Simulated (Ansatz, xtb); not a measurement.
Species: InCl$_{2}$, net charge -1, singlet state. 
Coordinates optimised at B3LYP-D3(BJ)/def2-TZVP (Ansatz, a program for electronic structure):
```xyz
3

In     0.6735     0.0382    -0.0803
Cl    -1.2140     1.4063    -1.2300
Cl    -0.7273    -1.5164     1.4616
```
Charge -1, spin multiplicity 1.

Harmonic wavenumbers from GFN2-xTB (xtb, at its own minimum), cm⁻¹: 70, 182, 218.

**Question.** Give the harmonic wavenumbers at B3LYP-D3(BJ)/def2-TZVP (Ansatz, finite differences of forces, unscaled).

**Answer.** 80, 209, 229 cm⁻¹. Zero-point energy 0.7 kcal/mol.

**Question.** From these and the geometry, give the ideal-gas thermochemistry at 298.15 K and 1 atm (rigid rotor, harmonic oscillator).

**Answer.** Point group C2v, rotational symmetry number 2. Rotational constants 4.192, 1.779, 1.249 GHz. S(trans) 41.56, S(rot) 26.56, S(vib) 7.84, S(elec, spin only) 0.00, S 76.0 cal/(mol K). H(298) - H(0) 3.52 kcal/mol; G - E(el) -18.4 kcal/mol.
